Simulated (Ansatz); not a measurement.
`[O]=[W](=[S])([Cl])[Cl]` + H₂O → `[O]=[W]([OH])(=[S])[Cl]` + HCl at 500 K and 1 bar (formal hydrolysis of a W–Cl bond).

Program: Ansatz. Geometries: PBE0-D4/def2-TZVP. ΔE: electronic, gas phase. CCSD(T)/CBS is the MP2 limit (def2-TZVPP, def2-QZVPP) plus CCSD(T) − MP2 in def2-TZVPP, frozen cores. This one scheme is used for every species. Elements past krypton have def2 core potentials. For W outer-core shells are correlated without core-valence functions, which leaves a few kJ/mol of doubt a bond. One conformer a species, not always the lowest.

```tsv
species	CCSD(T)/CBS energy (Eh)	H − E (kJ/mol)	S (J/(mol·K))
`[O]=[W](=[S])([Cl])[Cl]`	-1459.66461	59.2	410.9
H₂O	-76.37941	73.2	206.3
`[O]=[W]([OH])(=[S])[Cl]`	-1075.65295	93.2	411.3
HCl	-460.38127	32.5	201.9
```

H − E and S are ideal-gas, rigid-rotor, harmonic terms from PBE0-D4/def2-TZVP, for one conformer and one mirror image of each species. 1 Eh = 2625.50 kJ/mol, R = 8.31446 J/(mol·K).

By hand: ΔE, ΔH, ΔS and ΔG.

ΔE = (-1075.65295) + (-460.38127) − (-1459.66461) − (-76.37941) = 0.00980 Eh = 25.7 kJ/mol. Δ(H − E) = 93.2 + 32.5 − 59.2 − 73.2 = -6.7, so ΔH = 19.0 kJ/mol. ΔS = 411.3 + 201.9 − 410.9 − 206.3 = -4.0 J/(mol·K). ΔG = 19.0 − 500 × (-4.0)/1000 = 21.0 kJ/mol.

By hand: the equilibrium constant, and the temperature at which ΔG would vanish if ΔH and ΔS stayed fixed.

log₁₀ K = −ΔG/(RT ln 10) = -2.2. ΔH and −TΔS have one sign here, so there is no such temperature.

The number of gas molecules stays the same, so ΔS is small and ΔH decides. A doubt of 5 kJ/mol in ΔE shifts log₁₀ K by 0.5 here. Other conformers and mirror images would add mixing entropy, several J/(mol·K) or more a flexible species. These are equilibria of isolated gas molecules and say nothing of rates. Largest T1 diagnostic: 0.022 (customary marks: 0.02 for closed shells, 0.045 for open ones).

ΔS is within the doubt of such terms, so its sign, and with it that verdict, could turn.
